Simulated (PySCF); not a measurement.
ZnN: script and output

Input:

```python
from pyscf import gto, scf

mol = gto.M(
    atom='Zn 0 0 0; N 0 0 1.937',
    basis='jorge-dzp-dkh',
    charge=0,
    spin=3,
    verbose=3,
)
mf = scf.UHF(mol)
mf = mf.sfx2c1e()
mf.kernel()
mf.dip_moment()
print('orbital energies (hartree):', [e[max(0, n-3):n+3].round(4) for e, n in zip(mf.mo_energy, mol.nelec)])
```

```bash
$ OMP_NUM_THREADS=1 python input.py
```

The log (some set-up lines and the per-cycle HOMO/LUMO lines with their warnings removed):

```
converged SCF energy = -1848.48097434559  <S^2> = 3.8084332  2S+1 = 4.0291107
Dipole moment(X, Y, Z, Debye):  0.00000,  0.00000, -1.63468
orbital energies (hartree): [array([-0.5163, -0.505 , -0.3002,  0.0586,  0.0586,  0.1306]), array([-0.7762, -0.7268, -0.332 ,  0.0334,  0.0521,  0.0521])]
```

In short: E(SCF) = -1848.480974 Eh, ⟨S²⟩ = 3.808, μz(SCF) = -1.63 D.

Run time: 1.3 s on 1 thread of Arm Neoverse V1 (shared host), peak memory 0.12 GiB.

The bond length is a typed value, not an optimised one. No search for the lowest solution was made.
